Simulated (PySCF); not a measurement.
H2Se2Te. Atoms are numbered in the order given.

```xyz
5

Te     0.0000     0.0000    -0.9071
Se    -2.0163     0.0440     0.6693
H     -2.1222    -1.4229     0.8288
Se     2.0163    -0.0440     0.6693
H      2.1222     1.4229     0.8288
```

Geometry: B3LYP-D3(BJ)/def2-SVP. The structure was generated by enumeration, and PubChem lists no compound with its InChIKey, so it may never have been made. The def2 effective core potentials stand for the cores of Te; spin–orbit coupling is left out. The values are those of a single conformer.

These are PySCF with CAM-B3LYP/def2-TZVPD values and carry that method's errors.

Mulliken values depend strongly on the basis, most of all with diffuse functions as here. ESP charges are fitted to the potential on shells at 1.4 to 2.0 van der Waals radii. Atomic charges (e):

| atom | Mulliken | ESP fit |
|---|---|---|
| Te1 | 0.18 | [?] |
| Se2 | -0.22 | [?] |
| H3 | 0.13 | [?] |
| Se4 | -0.22 | [?] |
| H5 | 0.13 | [?] |

Task: Fill in the missing entries. (Estimate from the structure and the level; the computed values follow.)

Result: 
- Te1, ESP fit: 0.07
- Se2, ESP fit: -0.16
- H3, ESP fit: 0.13
- Se4, ESP fit: -0.16
- H5, ESP fit: 0.13
